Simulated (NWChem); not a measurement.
# C2H4O2Si; SMILES O=C1OC[SiH2]1

```xyz
9

O      0.4819    -2.0094     0.0000
C      0.1431    -0.8722     0.0000
O     -1.1625    -0.4560     0.0000
C     -1.0976     0.9899     0.0000
Si     0.8096     0.9555     0.0000
H     -1.5954     1.3900    -0.8962
H     -1.5954     1.3900     0.8962
H      1.5138     1.4296     1.2249
H      1.5138     1.4296    -1.2249
```
Atoms are numbered in this order, from 1.

Results from NWChem. Medium grid unless said otherwise, to which SCAN and Minnesota functionals are sensitive. The geometry was optimised at PBE0/def2-SVP. Total energies of different functionals are on different scales.

```
level                energy (Ha)  highest occupied level (eV)  orbital gap (eV)  dipole (D)
-------------------  -----------  ---------------------------  ----------------  ----------
PBE/def2-TZVP          -518.2321                        -6.25              4.37        3.89
B3LYP/def2-TZVP        -518.6542                        -7.43              6.36        4.27
r2SCAN/def2-TZVP       -518.4876                        -6.50              4.81        4.10
TPSSh/def2-TZVP        -518.6593                        -6.84              5.53        4.14
BLYP/def2-TZVP         -518.5809                          ___              4.41         ___
CAM-B3LYP/def2-TZVP    -518.5471                        -9.05              9.29        4.47
```

**Question.** Some entries are withheld; supply them.

**Answer.** 
- BLYP/def2-TZVP, highest occupied level (eV): -6.13
- BLYP/def2-TZVP, dipole (D): 3.99
